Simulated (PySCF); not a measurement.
**Computed properties of As2BH5O, SMILES OB([AsH2])[AsH2]**

B(AsH2)2(OH) (As2BH5O), SMILES OB([AsH2])[AsH2]. The structure is a stationary point at B3LYP-D3(BJ)/def2-SVP. The structure was generated by enumeration, and PubChem lists no compound with its InChIKey, so it may never have been made. Other conformers were not sampled. All values are computed for the isolated molecule unless a solvent is named; none is compared with measurement here.

**Structure.** All 21 harmonic modes at B3LYP-D3(BJ)/def2-SVP (PySCF) are real, so it is a minimum. With heavy atoms numbered as in [B:1]([AsH2:2])([AsH2:5])[OH:8], the shortest bond between them is B1–O8 at 1.350 Å and the longest B1–As2 at 2.065 Å.

**Vibrations.** The strongest infrared lines (harmonic, unscaled, degenerate partners summed) lie at 1091 cm⁻¹ (232 km/mol, H 68 %, B 19 %, O 13 %), 1350 cm⁻¹ (172 km/mol, B 65 %, O 31 %), 2201 cm⁻¹ (117 km/mol, H 99 %). The softest mode is at 114 cm⁻¹ and the zero-point energy is 31.7 kcal/mol.

**Electronic structure.** HF/def2-TZVP (PySCF) places the frontier levels at -9.30 and 2.60 eV, a gap of 11.90 eV, and gives a dipole moment of 1.81 D and a mean polarisability of 77.8 bohr³. PBE/def2-TZVP (PySCF) at the same geometry gives -5.87 and -1.73 eV, so its gap is 7.76 eV narrower. An orbital gap is neither the optical nor the fundamental gap.

**Excitations.** TDA-B3LYP/def2-SVPD (PySCF) has S1 at 4.71 eV (263 nm, f = 0.012, weak); the most intense of the 10 singlets computed lies at 6.81 eV (f = 0.28). T1 (TDA) is at 4.03 eV, 0.68 eV under S1. TDA-PBE/def2-SVPD (PySCF) puts S1 at 4.48 eV. No vertical singlet excitation falls in the visible range (under 3.1 eV).

**NMR.** GIAO shifts at HF/pcSseg-1 (PySCF) (non-relativistic, atoms alike by connectivity averaged): ¹H from 2.9 to 6.5 ppm against TMS; ¹¹B at 63.4 ppm against BF3.
